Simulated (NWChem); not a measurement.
System: SnH$_{2}$F$_{2}$; SMILES [F][SnH2][F]

The following NWChem deck was run.

```
start job
memory heap 200 mb stack 900 mb global 1100 mb
geometry units angstroms noautoz
  Sn     0.000000     0.000000    -0.266681
  F     -1.516455     0.000000     0.928190
  F      1.516455     0.000000     0.928190
  H      0.000000     1.494624    -1.075845
  H      0.000000    -1.494624    -1.075845
end
basis spherical
  * library def2-svp
end
ecp
  Sn library def2-ecp
end
dft
  xc xpbe96 cpbe96
  iterations 150
end
tddft
  cis
  nroots 8
  notriplet
end
task tddft energy
```

All runs use the structure optimised with PBE0/def2-SVP. def2 effective core potentials on Sn; no spin-orbit coupling.

Vertical excitations in the gas phase.

Question: Predict the main results of this run. (PBE/def2-SVP with def2 effective core potentials on Sn, TDA.) Quantities: lowest excitation, singlet (eV); lowest state with f > 0.02, singlet (eV); orbital gap (eV).

Answer: 
```
Quantity                                  Result
----------------------------------------  ------
lowest excitation, singlet (eV)             6.69
lowest state with f > 0.02, singlet (eV)    6.69
orbital gap (eV)                            6.18
```
